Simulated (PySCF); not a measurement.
PySCF 2.14 output of a UHF calculation on a single atom or ion in aug-cc-pCVTZ-DK with one added diffuse shell each of s, p, d, f type (8s7p5d3f, 75 functions), with scalar relativity by spin-free X2C-1e:

```
SCF conv_tol = 1e-09
number electrons alpha = 6  beta = 2
cycle= 1 E= -74.4089331871371  delta_E= -3.5e-05  |g|= 0.00136  |ddm|= 0.00625
cycle= 2 E= -74.4089342417291  delta_E= -1.05e-06  |g|= 0.000252  |ddm|= 0.00105
cycle= 3 E= -74.4089342826207  delta_E= -4.09e-08  |g|= 1.56e-05  |ddm|= 0.000289
cycle= 4 E= -74.4089342829661  delta_E= -3.45e-10  |g|= 2.22e-06  |ddm|= 5.53e-05
converged SCF energy = -74.4089342829661  <S^2> = 6.005316  2S+1 = 5.002126
```

The run itself started from symmetry-adapted Hartree-Fock orbitals and held the occupation by maximum overlap, so the iterations belong to that start.

**Question.** Which element, charge and spin multiplicity is this?

**Answer.** O (oxygen, neutral), multiplicity 5; the state was [He] 2s2 2p3 3d1, high-spin 5D determinant (an excited configuration).

The outer electron is Rydberg-like, and this basis confines it to a smaller radius and binds it less than a complete one would. At UHF the highest occupied level has a positive energy, so only the finite basis holds that electron; for this excited configuration the basis is too tight for the outer shell.
